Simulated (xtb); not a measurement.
CH4OSZn, SMILES [O]([Zn][SH])C. All values are semi-empirical tight-binding results from xtb (GFN2-xTB unless named), good for trends rather than for accurate numbers. The structure is a stationary point at GFN2-xTB. The values are those of a single conformer.

Optimised geometry:

Bonds (Å): Zn1–O2 1.751, Zn1–S7 2.226, O2–C3 1.395, C3–H4 1.095, C3–H5 1.096, C3–H6 1.095, S7–H8 1.322. Angles (°): O2–Zn1–S7 128.9, Zn1–O2–C3 140.3, O2–C3–H4 112.1, O2–C3–H5 106.5, O2–C3–H6 112.2, H4–C3–H5 108.5, H4–C3–H6 109.0, H5–C3–H6 108.4, Zn1–S7–H8 99.7.

For metal compounds this method's bond lengths and energies can be far off.

```
Quantity                                       Value
-------------------------------------  -------------
point group as xtb finds it                       Cs
orbital gap                                  2.57 eV
zero-point energy                      29.8 kcal/mol
G − E(el) at 298.15 K (modified RRHO)   9.4 kcal/mol
```

Question: Give the atomic charges and the Wiberg bond orders between heavy atoms. (An estimate is asked for; the answer gives what the named calculation found.)

Answer: charges (e) Zn1 0.32, O2 -0.40, C3 0.06, H4 0.03, H5 0.06, H6 0.03, S7 -0.29, H8 0.19. Bond orders Zn1–O2 0.91, O2–C3 1.01, Zn1–S7 0.90.
